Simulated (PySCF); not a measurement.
C4H3N2, SMILES [c]1ncccn1, multiplicity 2.

Geometry: PBE0-D3(BJ)/def2-SVP. The isomer is the one that the SMILES or the coordinates give; other isomers of the formula were not compared.

Level of theory: TDA-B3LYP/def2-SVPD run with PySCF.

Vertical excitations. Gas-phase values at a fixed geometry.

Computed excitation energies, oscillator strengths and character:
```tsv
state	energy (eV)	λ (nm)	f	main pairs
root 1	3.02	410	0.000	α HOMO→LUMO 99 %
root 2	3.54	351	0.004	α HOMO→LUMO+1 90 %
root 3	3.83	324	0.007	β HOMO→LUMO 97 %
root 4	3.87	321	0.000	α HOMO−1→LUMO 30 %, β HOMO→LUMO+1 65 %
root 5	4.41	281	0.009	α HOMO−1→LUMO 65 %, β HOMO→LUMO+1 31 %
root 6	4.59	270	0.000	α HOMO−2→LUMO 45 %, β HOMO−1→LUMO+1 53 %
root 7	4.63	268	0.001	β HOMO−1→LUMO 90 %
root 8	4.70	264	0.000	α HOMO−2→LUMO+1 29 %, α HOMO−3→LUMO 23 %, β HOMO−1→LUMO+2 24 %, β HOMO−2→LUMO+1 21 %
root 9	4.92	252	0.000	α HOMO−1→LUMO+1 69 %, β HOMO→LUMO+2 28 %
root 10	5.18	239	0.000	α HOMO−1→LUMO+1 27 %, β HOMO→LUMO+2 71 %
```
Unrestricted roots are not spin-pure.
